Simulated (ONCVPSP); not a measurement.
# An all-electron radial function and its pseudo partner (cadmium (Cd))

Columns: radius, all-electron u(r) and pseudo u(r) of the 4p shell (level -69.00 eV) of cadmium in the configuration [Ar] 3d10 4s2 4p6 4d10 5s1 5p1; PW91, scalar-relativistic, ONCV scheme, ONCVPSP 4.0.1.

```tsv
r (bohr)	all-electron	pseudo
0.088	0.3593	0.0333
0.175	-0.3218	0.1271
0.262	-0.6376	0.2696
0.350	-0.4146	0.4449
0.438	0.0433	0.6299
0.525	0.4928	0.8015
0.612	0.8366	0.9442
0.700	1.0535	1.0467
0.788	1.1537	1.1012
0.875	1.1660	1.1084
0.962	1.1198	1.0751
1.050	1.0376	1.0096
1.138	0.9374	0.9229
1.225	0.8326	0.8264
1.312	0.7295	0.7275
1.400	0.6315	0.6310
1.487	0.5431	0.5430
1.575	0.4632	0.4631
1.662	0.3937	0.3936
1.750	0.3325	0.3325
1.838	0.2799	0.2799
1.925	0.2354	0.2354
2.012	0.1975	0.1975
2.100	0.1650	0.1650
2.188	0.1376	0.1376
2.275	0.1149	0.1148
```

**Question.** How many radial nodes do the two functions have?

**Answer.** The all-electron 4p function has n − l − 1 = 2; the pseudo-wave has 0, since the states of the same l below it are removed with the core.

**Question.** At about which radius was the pseudo-wave matched?

**Answer.** 1.55 bohr. The columns agree to 0.0005 from 1.40 bohr on; several derivatives are matched, so the curves merge somewhat inside the radius.

**Question.** Where does each function peak?

**Answer.** Outermost all-electron maximum near 0.88 bohr, pseudo maximum near 0.88 bohr (to the table’s step).

**Question.** Is the pseudo-wave norm-conserving?

**Answer.** Yes: the ONCV scheme keeps the norm inside the radius equal to the all-electron one, which fixes the energy derivative of the logarithmic derivative at the level.
